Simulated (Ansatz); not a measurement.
Total energies of CH₇BGaNO, SMILES `C[BH][Ga]([NH2])[OH]`.

Cartesian coordinates in Å:
```
C 1.755 -1.428 -0.194
B 0.737 -0.510 -0.920
Ga -0.545 0.791 0.088
N -2.357 0.673 0.266
O 0.176 2.225 0.910
H 2.061 -1.121 0.807
H 2.630 -1.697 -0.792
H 1.186 -2.368 -0.067
H 0.649 -0.601 -2.114
H -2.916 1.290 0.831
H -2.912 -0.066 -0.130
H -0.465 2.813 1.315
```

The species carries charge 0 and has multiplicity 1. Correlated methods include outer-core shells of Ga, which these sets cover unevenly. Scalar relativity is left out up to krypton. The structure was optimised at the PBE0-D4/def2-TZVP level. It is one conformer, not always the lowest. Basis def2-TZVPP, Ansatz 0.2.0.

RPA on PBE orbitals: Hartree–Fock energy of these orbitals -2119.23744 Eh, correlation -1.54484 Eh (frozen core).

```tsv
functional	energy without D4 (Eh)	D4 term (kJ/mol)
BHLYP	-2121.98214	-27.5
B2PLYP	-2121.59563	–
```

Task: Give the same for LDA (SPW92), PBE, revPBE, BLYP, r2SCAN, B97M-V, PBE0, B3LYP, r2SCANh, r2SCAN0, HSE06 (plane-wave form), CAM-B3LYP, LC-ωPBE, ωB97X-V, ωB97M-V, PBE-QIDH. (An estimate is asked.)

Result: Computed: 
| functional | energy without D4 (Eh) | D4 term (kJ/mol) |
| --- | --- | --- |
| LDA (SPW92) | -2117.41164 | – |
| PBE | -2121.57228 | -21.1 |
| revPBE | -2121.91147 | -60.1 |
| BLYP | -2122.11528 | -45.5 |
| r2SCAN | -2121.99462 | -5.3 |
| B97M-V | -2121.72481 | – |
| PBE0 | -2121.62976 | -18.0 |
| B3LYP | -2122.17963 | -34.0 |
| r2SCANh | -2121.97395 | -5.7 |
| r2SCAN0 | -2121.94469 | -6.3 |
| HSE06 (plane-wave form) | -2121.61828 | -16.9 |
| CAM-B3LYP | -2122.14689 | -18.5 |
| LC-ωPBE | -2121.74583 | – |
| ωB97X-V | -2121.87975 | – |
| ωB97M-V | -2121.92567 | – |
| PBE-QIDH | -2121.26837 | – |

B3LYP takes the VWN-RPA correlation (the form of Gaussian; ORCA's B3LYP/G). HSE06 is the plane-wave form, built on full-range PBE exchange. The double hybrids freeze the cores in their second-order part.

LC-ωPBE has ω = 0.4 bohr⁻¹.
